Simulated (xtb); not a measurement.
C₃H₉ClGe, charge +1, doublet, from a rough starting geometry (a state made from the parent by changing its charge; the spin is typed, not shown lowest); GFN2-xTB run with xtb.

The xtb input:
```
$ xtb mol.xyz --gfn 2 --chrg 1 --uhf 1 --opt vtight --json

# file mol.xyz
14

C     -0.63520052     1.70765223    -0.53100585
Ge     0.01118417     0.05881871     0.35997662
C      1.81285161    -0.52991096    -0.36776281
C     -1.25054749    -1.44379533     0.45541436
Cl     0.43809700     0.61535221     2.45284043
H     -0.85647736     1.53710208    -1.48659008
H     -1.49283068     2.09082251     0.00866052
H      0.12746217     2.55637697    -0.48020568
H      2.31937879    -1.15995827     0.28161087
H      1.67265446    -0.90597356    -1.24980131
H      2.45596415     0.41201136    -0.60610571
H     -1.73827854    -1.44955376    -0.59043539
H     -1.98208695    -1.18780719     1.13876573
H     -0.75816016    -2.40921985     0.59901264
```

Q: What does xtb print? Leave out banner, timings and long lists.

A: 
```
   ID    Z sym.   atoms
    1    6 C      1, 3, 4
    2   32 Ge     2
    3   17 Cl     5
    4    1 H      6-14

           -------------------------------------------------
          |                Calculation Setup                |
           -------------------------------------------------

           -------------------------------------------------
          |                 G F N 2 - x T B                 |
           -------------------------------------------------

          ...................................................
          :                      SETUP                      :
          :.................................................:
          :  # basis functions                  41          :
          :  # atomic orbitals                  39          :
          :  # shells                           21          :
          :  # electrons                        31          :
          :  max. iterations                   250          :
          :  Hamiltonian                  GFN2-xTB          :
          :  restarted?                      false          :
          :  GBSA solvation                  false          :
          :  PC potential                    false          :
          :  electronic temp.          300.0000000     K    :
          :  accuracy                    1.0000000          :
          :  -> integral cutoff          0.2500000E+02      :
          :  -> integral neglect         0.1000000E-07      :
          :  -> SCF convergence          0.1000000E-05 Eh   :
          :  -> wf. convergence          0.1000000E-03 e    :
          :  Broyden damping             0.4000000          :
          :  net charge                          1          :
          :  unpaired electrons                  1          :
          ...................................................

 iter      E             dE          RMSdq      gap      omega  full diag
   1    -16.7730027 -0.167730E+02  0.479E+00    6.30       0.0  T
   2    -16.3334276  0.439575E+00  0.607E+00    7.63       1.0  T
   3    -17.1737360 -0.840308E+00  0.264E+00    7.01       1.0  T
   4    -17.1853310 -0.115950E-01  0.218E+00    6.88       1.0  T
   5    -17.1673546  0.179764E-01  0.175E+00    6.90       1.0  T
   6    -17.1895502 -0.221956E-01  0.129E+00    6.91       1.0  T
   7    -17.2037512 -0.142009E-01  0.692E-01    6.97       1.0  T
   8    -17.2052775 -0.152637E-02  0.582E-01    6.98       1.0  T
   9    -17.2055388 -0.261246E-03  0.430E-01    7.00       1.0  T
  10    -17.2061496 -0.610803E-03  0.432E-01    7.05       1.0  T
  11    -17.2062917 -0.142165E-03  0.395E-01    7.05       1.0  T
  12    -17.2067094 -0.417648E-03  0.248E-01    7.03       1.0  T
  13    -17.2069028 -0.193432E-03  0.816E-02    7.04       1.0  T
  14    -17.2069031 -0.236816E-06  0.765E-02    7.05       1.0  T
  15    -17.2069227 -0.195869E-04  0.233E-02    7.05       1.1  T
  16    -17.2069252 -0.259822E-05  0.148E-02    7.05       1.8  T
  17    -17.2069262 -0.913625E-06  0.177E-03    7.05      15.1  T
  18    -17.2069261  0.100788E-06  0.487E-03    7.05       5.5  T
  19    -17.2069262 -0.108731E-06  0.231E-04    7.05     115.6  T
  20    -17.2069262  0.329134E-09  0.357E-04    7.05      75.0  T

   *** convergence criteria satisfied after 20 iterations ***

         :::::::::::::::::::::::::::::::::::::::::::::::::::::
         ::                     SUMMARY                     ::
         :::::::::::::::::::::::::::::::::::::::::::::::::::::
         :: total energy             -16.995020164726 Eh    ::
         :: gradient norm              0.215143597135 Eh/a0 ::
         :: HOMO-LUMO gap              7.053577936975 eV    ::
         ::.................................................::
         :: SCC energy               -17.206883981783 Eh    ::
         :: -> isotropic ES            0.075104422191 Eh    ::
         :: -> anisotropic ES         -0.011747214756 Eh    ::
         :: -> anisotropic XC          0.006860314578 Eh    ::
[...]
 * total energy  :   -17.0276944 Eh     change       -0.1044777E-05 Eh
 * total energy  :   -17.0276953 Eh     change       -0.8526118E-06 Eh
 * total energy  :   -17.0276959 Eh     change       -0.6103735E-06 Eh
 * total energy  :   -17.0276965 Eh     change       -0.5932686E-06 Eh
 * total energy  :   -17.0276972 Eh     change       -0.7238603E-06 Eh
 * total energy  :   -17.0276981 Eh     change       -0.8415527E-06 Eh
 * total energy  :   -17.0276989 Eh     change       -0.8228264E-06 Eh
 * total energy  :   -17.0276997 Eh     change       -0.8202649E-06 Eh
 * total energy  :   -17.0277004 Eh     change       -0.7082731E-06 Eh
 * total energy  :   -17.0277008 Eh     change       -0.3915263E-06 Eh
 * total energy  :   -17.0277009 Eh     change       -0.1064868E-06 Eh
 * total energy  :   -17.0277010 Eh     change       -0.5109104E-07 Eh
   *** GEOMETRY OPTIMIZATION CONVERGED AFTER 42 ITERATIONS ***
         :: total energy             -17.027700956863 Eh    ::
[...]
        23                         -0.1500121              -4.0820
        24                         -0.1370527              -3.7294
        25                         -0.1145957              -3.1183
        26                         -0.0334968              -0.9115
        27                         -0.0269133              -0.7323
       ...                                ...                  ...
        39                          1.1127433              30.2793
      -------------------------------------------------------------
                  HL-Gap            0.2392287 Eh            6.5097 eV
             Fermi-level           -0.5310226 Eh          -14.4499 eV

     #   Z          covCN         q      C6AA      α(0)
     1   6 C        3.658    -0.155    23.816     7.004
     2  32 Ge       3.424     0.259   171.900    23.817
     3   6 C        3.636    -0.128    23.381     6.957
     4   6 C        3.636    -0.128    23.383     6.957
     5  17 Cl       0.817     0.041    97.895    15.136
     6   1 H        0.925     0.116     1.647     2.007
     7   1 H        0.925     0.120     1.611     1.985
     8   1 H        0.925     0.120     1.610     1.985
     9   1 H        0.925     0.127     1.558     1.952
    10   1 H        0.925     0.125     1.572     1.961
    11   1 H        0.925     0.125     1.573     1.961
    12   1 H        0.925     0.125     1.573     1.961
    13   1 H        0.925     0.125     1.573     1.962
    14   1 H        0.925     0.127     1.559     1.952

 Mol. C6AA /au·bohr⁶  :       2370.982721
 Mol. C8AA /au·bohr⁸  :      93589.694555
 Mol. α(0) /au        :         77.596246

Wiberg/Mayer (AO) data.
largest (>0.10) Wiberg bond orders for each atom

 ---------------------------------------------------------------------------
     #   Z sym  total        # sym  WBO       # sym  WBO       # sym  WBO
 ---------------------------------------------------------------------------
     1   6 C    3.967 --     6 H    0.945     8 H    0.932     7 H    0.932
                             2 Ge   0.894
     2  32 Ge   3.800 --     5 Cl   1.216     1 C    0.894     4 C    0.698
                             3 C    0.697
     3   6 C    3.852 --    10 H    0.949     9 H    0.948    11 H    0.939
                             2 Ge   0.697     5 Cl   0.133
     4   6 C    3.853 --    12 H    0.949    14 H    0.948    13 H    0.939
                             2 Ge   0.698     5 Cl   0.132
     5  17 Cl   1.594 --     2 Ge   1.216     3 C    0.133     4 C    0.132
     6   1 H    0.986 --     1 C    0.945
     7   1 H    0.985 --     1 C    0.932
     8   1 H    0.985 --     1 C    0.932
     9   1 H    0.983 --     3 C    0.948
    10   1 H    0.984 --     3 C    0.949
    11   1 H    0.983 --     3 C    0.939
    12   1 H    0.984 --     4 C    0.949
    13   1 H    0.983 --     4 C    0.939
    14   1 H    0.983 --     4 C    0.948
 ---------------------------------------------------------------------------

Topologies differ in total number of bonds
Writing topology from bond orders to xtbtopo.mol

molecular dipole:
                 x           y           z       tot (Debye)
 q only:        0.061      -0.147       0.011
   full:        0.132      -0.068       0.367       1.007
molecular quadrupole (traceless):
                xx          xy          yy          xz          yz          zz
 q only:        1.495      -0.893       3.087      -1.156      -1.590      -4.582
  q+dip:       -0.059      -0.681       1.671      -0.241      -0.441      -1.612
   full:        1.097      -0.034       1.117      -0.836      -0.335      -2.214

optimized geometry written to: xtbopt.xyz

           -------------------------------------------------
          | TOTAL ENERGY              -17.027700956863 Eh   |
          | GRADIENT NORM               0.000045053656 Eh/α |
          | HOMO-LUMO GAP               6.509743474324 eV   |
           -------------------------------------------------

normal termination of xtb
```
